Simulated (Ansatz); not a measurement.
W3⁺. Total charge 1; doublet. Geometry PBE0-D4/def2-TZVP; atoms count from 1.

```xyz
3

W    -0.635   -0.135    1.168
W     1.284   -0.254   -0.067
W    -0.649    0.389   -1.102
```

In the def2 sets W takes a core potential; there is no spin–orbit coupling. The charge 1 doublet is spin-contaminated (final ⟨S²⟩ up to 1.55, 0.75 for a pure state). The geometry of the doublet was relaxed on an unsound state (⟨S²⟩ 1.55, where a pure state has 0.75). The structure comes from a short search, and lower isomers may exist.

Problem. Estimate the Mulliken populations from the PBE0/def2-TZVP orbitals of Ansatz.

Solution. 
```
atom  charge (e)  spin (α − β)  d electrons
  W1        0.33          1.30         4.56
  W2        0.35         -1.60         4.61
  W3        0.33          1.30         4.56
```
Mulliken values and Mayer orders depend strongly on the basis.

Problem. Where does the spin sit?

Solution. Summed by element: W 1.00, of 1 unpaired in all. Largest on single atoms: W2 -1.60, W3 1.30, W1 1.30.

Problem. And the Mayer bond orders between bonded heavy atoms (over 0.3)?

Solution. W1–W2 2.61 (2.28 Å); W1–W3 2.53 (2.33 Å); W2–W3 2.61 (2.28 Å).
